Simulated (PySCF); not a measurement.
# Löwdin shares of the frontier orbitals

Species: CH7NO2Si.
Cartesian coordinates in Å at the GFN2-xTB level; atoms count from 1:
```
atom  x, y, z in Å
C1     1.743    0.062    0.347
N2     0.539    0.618   -0.222
Si3   -0.931   -0.260   -0.386
O4    -1.928    0.712   -1.216
O5    -1.618   -0.524    1.070
H6     2.302   -0.561   -0.362
H7     2.399    0.864    0.692
H8     1.479   -0.558    1.203
H9     0.749    1.255   -0.975
H10   -0.822   -1.540   -1.088
H11   -2.802    0.843   -0.862
H12   -1.110   -0.912    1.774
```

The calculation used PySCF, TDDFT PBE0/def2-SVPD, vertical, gas phase, core orbitals frozen in the response.

Frontier orbitals with the atoms that hold most of them (Löwdin shares over 4%, at most four atoms; ? is withheld):

```json
{"orbital": "LUMO+2", "ε (eV)": "1.10", "atoms": "C1 16%, O5 14%, H9 13%, H6 10%"}
{"orbital": "LUMO+1", "ε (eV)": "0.70", "atoms": "O4 29%, Si3 20%, H11 17%, O5 13%"}
{"orbital": "LUMO", "ε (eV)": "0.22", "atoms": "?"}
{"orbital": "HOMO", "ε (eV)": "?", "atoms": "?"}
{"orbital": "HOMO-1", "ε (eV)": "-8.73", "atoms": "O4 26%, O5 23%, H10 17%, Si3 17%"}
{"orbital": "HOMO-2", "ε (eV)": "-9.42", "atoms": "O4 44%, O5 42%, Si3 6%"}
{"orbital": "HOMO-3", "ε (eV)": "-10.06", "atoms": "O5 38%, O4 14%, N2 13%, Si3 9%"}
```

Problem. Give the leading atoms of the LUMO.

Solution. O5 (bonded to Si and H) 22%; Si3 (bonded to N, 2 O and H) 21%; H12 (bonded to O) 15%; C1 (bonded to N and 3 H) 14%.

Problem. Which atoms hold the HOMO, and with what shares?

Solution. N2 (bonded to C, Si and H) 60%; C1 (bonded to N and 3 H) 12%; Si3 (bonded to N, 2 O and H) 8%; H6 (bonded to C) 6%.

Problem. What is the HOMO energy, and the HOMO–LUMO gap?

Solution. ε(HOMO) = -6.90 eV; the gap is 7.12 eV (0.2617 hartree).

Problem. How does S1 compare with the orbital gap of 7.12 eV?

Solution. S1 is at 5.90 eV (f = 0.0030), 1.22 eV below the gap, made of HOMO→LUMO (92%). 

Problem. Give energy, strength and leading configuration of S1, S2 and S5, and follow the Löwdin shares of the leading atoms from the occupied to the empty orbital.

Solution. 
- S1 (5.90 eV, f 0.0030), HOMO→LUMO (92%): N2 60% → at most 15%, C1 12% → 14%, O5 at most 6% → 22%, Si3 8% → 21%
- S2 (6.49 eV, f 0.0048), HOMO→LUMO+1 (86%): N2 60% → at most 14%, C1 12% → at most 14%, O4 at most 6% → 29%, Si3 8% → 20%
- S5 (7.71 eV, f 0.0077), HOMO-1→LUMO (76%): O4 26% → at most 15%, O5 23% → 22%, Si3 17% → 21%

Löwdin shares depend on the basis, the more so with diffuse functions.

One conformer stands for the species.

Without π bonds the low states may be Rydberg-like; a valence basis with one diffuse set may place them up to an eV too high.
